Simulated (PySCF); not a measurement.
Low-lying terms of Lu⁺ (lutetium, charge +1)

Ground state [Xe] 4f14 6s2, ¹S. Computed with PySCF 2.14 in x2c-TZVPall with one added diffuse shell each of s, p, d type (12s8p8d2f1g, 99 functions), with scalar relativity by spin-free X2C-1e. Vertical excitation energies in eV without spin-orbit coupling; excited terms of each kind are numbered among those the solver found. Frozen: [Xe].

| term | leading excitation | EOM-EE-CCSD | measured centre of gravity (NIST) |
| --- | --- | --- | --- |
| 1 3D | 6s → d | 1.834 | n/a |
| 1 1D | 6s → d | 2.351 | n/a |
| 1 3P° | 6s → p | 3.542 | 3.789 (6s6p) |
| 1 1P° | 6s → p | 4.700 | 4.739 (6s6p) |
| 1 3S | 6s → s | 7.630 | 7.907 (6s7s) |
| 2 3D | 6s → d | 8.850 | n/a |

Only the lower part of the computed list is shown. Doubly excited terms such as np² are absent. The solver can miss terms. Rydberg members are limited by the diffuse functions of the basis.
